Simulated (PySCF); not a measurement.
Computed shifts of a molecule C₅H₆F₂, PBE0/pcSseg-1 run with PySCF, GIAO, gas phase, equivalent atoms averaged, in ppm (number of nuclei): ¹³C: 174.4 (1), 171.8 (1), 109.4 (1), 101.7 (1), 20.5 (1). ¹⁹F: -81.2 (1), -120.5 (1). ¹H: 5.88 (1), 5.22 (1), 4.85 (1), 2.56 (3). References: ¹³C against TMS (σ = 186.3 ppm); ¹⁹F against CFCl3 (σ = 167.2 ppm); ¹H against TMS (σ = 31.56 ppm), references at their B3LYP-D3(BJ)/def2-TZVP geometries, non-relativistic. Geometry: r2SCAN-D4/def2-SVP. Other conformers were not sampled.

Pick the molecule that these values belong to.
A. C=C(F)/C=C(\C)F
B. C=C[C@H](F)/C=C\F
C. C=C(F)C1(F)CC1
D. C/C=C/C(F)=C\F

A, C=C(F)/C=C(\C)F
